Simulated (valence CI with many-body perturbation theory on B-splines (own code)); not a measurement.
Ce XXXVII: E2, M1 decay

Calculated by valence CI with perturbative core correlation (CI+MBPT): four valence electrons over a frozen Dirac-Fock core [Ar], radial functions for each j: 7 s, 7 p, 8 d, 6 f, 4 g, 1 h, with the one-electron correlation potential Σ1 (screened to all orders), the two-electron term Σ2, the three-electron term Σ3, Breit, model QED; selected single and double excitations, second order for the rest, scaled by the run's own slope (own B-spline code, finite nucleus).

No measured spectrum was set against this ion. As an estimate, large intervals hold to a few tenths of a per cent, small ones and those within an open d or f shell to about a per cent. Only levels of the ground parity were solved; by the run's estimate the other parity begins above the list, which can be wrong where configurations are misplaced.

Lines 1 to 50 of 120 in falling wavelength, among levels below 1037900 cm⁻¹, chosen from the decays that carry over 1 % of a level's rate. Wavelengths and rates use the calculated energies. Electric multipoles are in the length gauge, E1 and E2 with the static RPA response of the core. S is in atomic units (e²a₀⁴ for E2 and M2, e²a₀⁶ for E3), for M1 in squared Bohr magnetons. Weak lines are less certain than strong ones. Lines between different terms over intervals too small for the method are left out, as are lines whose strength nearly cancels. The highest levels of a list are the least certain.

Levels are named by their leading jj configuration (3d3/2^4 stands for four electrons in 3d with j = 3/2), which in mixed levels can hold well under half, so a name can repeat and another be missing. Letters in brackets count levels of one name in rising energy.

```
λ vac (nm)                      Upper                      Lower  Type   A (s⁻¹)  S (a.u.)
      1080        (3d3/2^3 3d5/2) J=4        (3d3/2^3 3d5/2) J=2    E2  3.36e-07  3.97e-04
     595.0        (3d3/2^3 3d5/2) J=3        (3d3/2^3 3d5/2) J=4    M1  6.17e+01  3.37e+00
     568.9      (3d3/2^2 3d5/2^2) J=6      (3d3/2^2 3d5/2^2) J=5    M1  4.76e+01  4.22e+00
     383.7        (3d3/2^3 3d5/2) J=3        (3d3/2^3 3d5/2) J=2    M1  4.23e+02  6.20e+00
     265.5  (3d3/2^2 3d5/2^2) J=2 [b]      (3d3/2^2 3d5/2^2) J=1    M1  5.31e+02  1.84e+00
     246.6      (3d3/2^2 3d5/2^2) J=5  (3d3/2^2 3d5/2^2) J=4 [a]    M1  6.70e+02  4.10e+00
     228.4  (3d3/2^2 3d5/2^2) J=4 [b]      (3d3/2^2 3d5/2^2) J=5    M1  2.07e+02  8.24e-01
     156.4        (3d3/2^3 3d5/2) J=2        (3d3/2^3 3d5/2) J=1    M1  7.95e+03  5.64e+00
     147.0  (3d3/2^2 3d5/2^2) J=4 [b]  (3d3/2^2 3d5/2^2) J=3 [a]    M1  2.95e+03  3.13e+00
     142.7      (3d3/2^2 3d5/2^2) J=1  (3d3/2^2 3d5/2^2) J=0 [a]    M1  5.05e+03  1.63e+00
     133.4  (3d3/2^2 3d5/2^2) J=3 [b]  (3d3/2^2 3d5/2^2) J=3 [a]    M1  7.67e+02  4.72e-01
     120.8  (3d3/2^2 3d5/2^2) J=2 [b]  (3d3/2^2 3d5/2^2) J=2 [a]    M1  3.58e+03  1.17e+00
     118.6  (3d3/2^2 3d5/2^2) J=4 [b]  (3d3/2^2 3d5/2^2) J=4 [a]    M1  6.32e+02  3.51e-01
     115.5  (3d3/2^2 3d5/2^2) J=2 [d]  (3d3/2^2 3d5/2^2) J=2 [c]    M1  2.37e+03  6.77e-01
     113.0    (3d3/2 3d5/2^3) J=3 [c]    (3d3/2 3d5/2^3) J=2 [a]    M1  6.51e+03  2.44e+00
     109.6  (3d3/2^2 3d5/2^2) J=3 [b]  (3d3/2^2 3d5/2^2) J=4 [a]    M1  7.85e+02  2.68e-01
     107.7    (3d3/2 3d5/2^3) J=3 [b]    (3d3/2 3d5/2^3) J=3 [a]    M1  3.81e+03  1.24e+00
     91.12  (3d3/2^2 3d5/2^2) J=4 [a]        (3d3/2^3 3d5/2) J=3    M1  8.54e+03  2.15e+00
     91.08    (3d3/2 3d5/2^3) J=1 [b]        (3d3/2 3d5/2^3) J=0    M1  5.31e+03  4.46e-01
     86.94    (3d3/2 3d5/2^3) J=2 [b]    (3d3/2 3d5/2^3) J=2 [a]    M1  1.11e+04  1.35e+00
     85.76    (3d3/2 3d5/2^3) J=3 [a]  (3d3/2^2 3d5/2^2) J=4 [b]    M1  6.53e+03  1.07e+00
     81.48    (3d3/2 3d5/2^3) J=4 [a]      (3d3/2^2 3d5/2^2) J=5    M1  5.84e+03  1.05e+00
     79.62    (3d3/2 3d5/2^3) J=2 [a]  (3d3/2^2 3d5/2^2) J=2 [c]    M1  1.66e+04  1.56e+00
     79.34  (3d3/2^2 3d5/2^2) J=3 [a]        (3d3/2^3 3d5/2) J=3    M1  4.28e+04  5.55e+00
     79.02  (3d3/2^2 3d5/2^2) J=4 [a]        (3d3/2^3 3d5/2) J=4    M1  5.80e+04  9.54e+00
     78.44    (3d3/2 3d5/2^3) J=3 [c]  (3d3/2^2 3d5/2^2) J=2 [d]    M1  1.33e+03  1.66e-01
     77.52        (3d3/2^3 3d5/2) J=1              (3d3/2^4) J=0    M1  6.20e+04  3.21e+00
     75.83    (3d3/2 3d5/2^3) J=1 [b]  (3d3/2^2 3d5/2^2) J=2 [d]    M1  3.43e+04  1.66e+00
     75.66  (3d3/2^2 3d5/2^2) J=4 [c]  (3d3/2^2 3d5/2^2) J=3 [b]    M1  1.58e+03  2.28e-01
     74.84    (3d3/2 3d5/2^3) J=3 [b]  (3d3/2^2 3d5/2^2) J=2 [c]    M1  2.40e+03  2.61e-01
     72.63    (3d3/2 3d5/2^3) J=1 [a]  (3d3/2^2 3d5/2^2) J=2 [b]    M1  1.49e+04  6.36e-01
     71.89  (3d3/2^2 3d5/2^2) J=4 [c]  (3d3/2^2 3d5/2^2) J=4 [b]    M1  1.38e+03  1.71e-01
     69.10        (3d3/2 3d5/2^3) J=5  (3d3/2^2 3d5/2^2) J=4 [b]    M1  3.53e+04  4.75e+00
     68.55  (3d3/2^2 3d5/2^2) J=2 [a]        (3d3/2^3 3d5/2) J=2    M1  3.19e+04  1.90e+00
     68.03    (3d3/2 3d5/2^3) J=4 [a]  (3d3/2^2 3d5/2^2) J=3 [a]    M1  1.10e+04  1.16e+00
     67.53    (3d3/2 3d5/2^3) J=1 [b]    (3d3/2 3d5/2^3) J=1 [a]    M1  5.76e+03  1.97e-01
     66.63  (3d3/2^2 3d5/2^2) J=2 [c]  (3d3/2^2 3d5/2^2) J=2 [a]    M1  9.38e+03  5.14e-01
     66.32    (3d3/2 3d5/2^3) J=3 [c]  (3d3/2^2 3d5/2^2) J=4 [c]    M1  2.70e+04  2.04e+00
     65.74  (3d3/2^2 3d5/2^2) J=3 [a]        (3d3/2^3 3d5/2) J=2    M1  3.40e+04  2.51e+00
     65.41  (3d3/2^2 3d5/2^2) J=0 [b]    (3d3/2 3d5/2^3) J=1 [a]    M1  1.39e+04  1.45e-01
     64.98  (3d3/2^2 3d5/2^2) J=2 [d]  (3d3/2^2 3d5/2^2) J=2 [b]    M1  1.10e+04  5.61e-01
     64.32  (3d3/2^2 3d5/2^2) J=2 [d]  (3d3/2^2 3d5/2^2) J=3 [b]    M1  8.54e+03  4.21e-01
     61.24    (3d3/2 3d5/2^3) J=4 [a]  (3d3/2^2 3d5/2^2) J=4 [a]    M1  8.69e+04  6.66e+00
     59.84      (3d3/2^2 3d5/2^2) J=5        (3d3/2^3 3d5/2) J=4    M1  3.84e+04  3.36e+00
     58.74    (3d3/2 3d5/2^3) J=2 [b]    (3d3/2 3d5/2^3) J=1 [a]    M1  1.37e+04  5.13e-01
     58.50        (3d3/2 3d5/2^3) J=5      (3d3/2^2 3d5/2^2) J=6    M1  2.24e+04  1.83e+00
     57.03    (3d3/2 3d5/2^3) J=1 [a]      (3d3/2^2 3d5/2^2) J=1    M1  5.56e+04  1.15e+00
     55.83        (3d3/2 3d5/2^3) J=6      (3d3/2^2 3d5/2^2) J=6    M1  4.46e+04  3.74e+00
     54.98    (3d3/2 3d5/2^3) J=4 [b]    (3d3/2 3d5/2^3) J=3 [a]    M1  7.67e+03  4.25e-01
     54.68  (3d3/2^2 3d5/2^2) J=4 [c]      (3d3/2^2 3d5/2^2) J=5    M1  5.44e+03  2.97e-01
```
